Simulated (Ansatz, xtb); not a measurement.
## BClFH2InN: where a starting geometry ends

The starting geometry of this gas-phase doublet was built from a drawn formula by distance geometry; its bonds are those of `F[B][NH][InH][Cl]`.

```json
{"atom": "B", "x (Å)": "-2.4312", "y (Å)": "2.4103", "z (Å)": "-0.5901"}
{"atom": "Cl", "x (Å)": "1.3020", "y (Å)": "-0.3051", "z (Å)": "1.8945"}
{"atom": "F", "x (Å)": "-3.5314", "y (Å)": "1.8880", "z (Å)": "0.1645"}
{"atom": "In", "x (Å)": "0.1031", "y (Å)": "1.7171", "z (Å)": "0.7295"}
{"atom": "N", "x (Å)": "-1.1244", "y (Å)": "1.6835", "z (Å)": "-0.8600"}
{"atom": "H", "x (Å)": "-1.1796", "y (Å)": "1.0353", "z (Å)": "-1.6974"}
{"atom": "H", "x (Å)": "-0.3768", "y (Å)": "2.7199", "z (Å)": "1.8614"}
```

Task: Where would you expect an optimisation with r2SCAN-D4/def2-SVP to take it?

Result: It keeps its bonds, and is `F[B][NH][InH][Cl]`.

The energy falls by 2.09 eV over 16 steps:

```tsv
step	E − E(last) (eV)
1	2.094
3	0.671
4	0.352
6	0.088
8	0.032
9	0.019
11	0.002
13	0.000
14	0.000
16	0.000
```

Final geometry (Å):

| atom | x (Å) | y (Å) | z (Å) |
| --- | --- | --- | --- |
| B | -2.5507 | 1.9774 | -0.9369 |
| Cl | 1.5947 | 0.1833 | 0.9706 |
| F | -3.0837 | 2.8627 | -0.0928 |
| In | -0.2959 | 1.5957 | 1.0926 |
| N | -1.3684 | 1.3056 | -0.6569 |
| H | -0.9938 | 0.6380 | -1.3261 |
| H | -0.5407 | 2.5863 | 2.4520 |

From the same start GFN2-xTB ends elsewhere, in pieces: ClHIn + BFHN.

No frequencies were run, so the end isn't proven a minimum. Open shells are spin-unrestricted. Atoms past krypton carry core potentials, without spin–orbit terms. Run with Ansatz 0.2.0, 52 s on 2 threads of Intel(R) Xeon(R) 6975P-C (Granite Rapids) (shared host).
